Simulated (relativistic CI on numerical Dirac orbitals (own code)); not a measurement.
Hyperfine structure of Ta XXXIX, mass number 181

Calculated at this level of theory: Dirac-Coulomb-Breit CI, separate exchange-only KLI orbitals for each configuration, model QED (radiative potential, 1s self-energy scaled to tabulated hydrogen-like ionisation energies), unscaled Slater integrals (own radial code, finite nucleus).

CI space (outside the closed core [Ar] 3d10): 4s2.4p5, 4s.4p6, 4s2.4p4.4d, 4s.4p5.4d, 4s2.4p4.4f, 4s.4p5.4f, 4p6.4d, 4s.4p4.4d2, 4s2.4p3.4d.4f, 4p6.4f, 4p5.4d2, 4p4.4d3, 4p4.4d2.4f. Double excitations out of closed p, d and f shells are left out; levels of such configurations are missing from the list, as are those of other unlisted configurations, and high levels can miss mixing partners.

Nuclear spin I = 7/2, μ = 2.365 μN, Q = 3.17 b (tables of Stone and Pyykkö). The electronic factors are computed for point nuclear moments, without core polarisation or the Bohr-Weisskopf and QED corrections.

| Level | E (cm⁻¹) | A (GHz) | B (GHz) |
| --- | --- | --- | --- |
| 4s2.4p5 2P°_3/2 | 0 | 36.72 | -344 |
| 4s2.4p5 2P°_1/2 | 694984 | 314.5 |  |
| 4s2.4p4.4d 2D_3/2 | 1271556 | 18.68 | 177 |
| 4s2.4p4.4d 4F_9/2 | 1327553 | 20.17 | 110 |
| 4s2.4p4.4d 2D_5/2 | 1430326 | 10.07 | 381 |
| 4s.4p6 2S_1/2 | 1542608 | 658.5 |  |

Levels with J = 0, under 50 % of one LS term, or S terms without an open s electron are left out. Small factors come from cancelling terms and can be off by tens of per cent or more.

At this charge energies of transitions that change n are usually good to better than 1 %, and those within a shell (Δn = 0) to a few per cent.

(1) Give the hyperfine levels of 4s2.4p5 2P°_1/2 relative to its centre of gravity.

Results:

(1) With K = F(F + 1) − I(I + 1) − J(J + 1), E = AK/2: F = 3: -707.7, F = 4: 550.4 GHz.

LS names give the leading component of a level, which can be under half, so a name can repeat, a term be missing and a line seem to break the LS rules.
